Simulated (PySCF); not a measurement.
# Ionisation energy along the 5-electron series

Calculated with PySCF 2.14 and a two-component X2C-1e Hamiltonian (Gaussian nucleus, no Breit or QED terms), each ion in its own even-tempered basis scaled to its charge; GMP2 freezes nothing and drops the highest virtual spinors. Values in eV. NIST values: (m) measured, (s) semi-empirical, (t) theoretical.

| ion | configuration | GHF (spin-free) | GMP2 (spin-free) | GHF (screened spin-orbit) | GMP2 (screened spin-orbit) | NIST |
| --- | --- | --- | --- | --- | --- | --- |
| Gd⁵⁹⁺ | [He] 2s2 2p1 | 12993.7 | 12993.2 | 13534.8 | 13532.7 | 13521 ± 7 (t) |
| Dy⁶¹⁺ | [He] 2s2 2p1 | 13888.0 | 13887.6 | 14510.5 | 14508.3 | 14495 ± 12 (t) |

**Question.** Fill in the row of Tb⁶⁰⁺.

**Answer.** configuration: [He] 2s2 2p1; GHF (spin-free): 13436.8; GMP2 (spin-free): 13436.4; GHF (screened spin-orbit): 14017.4; GMP2 (screened spin-orbit): 14015.2; NIST: 14003 ± 10 (t).
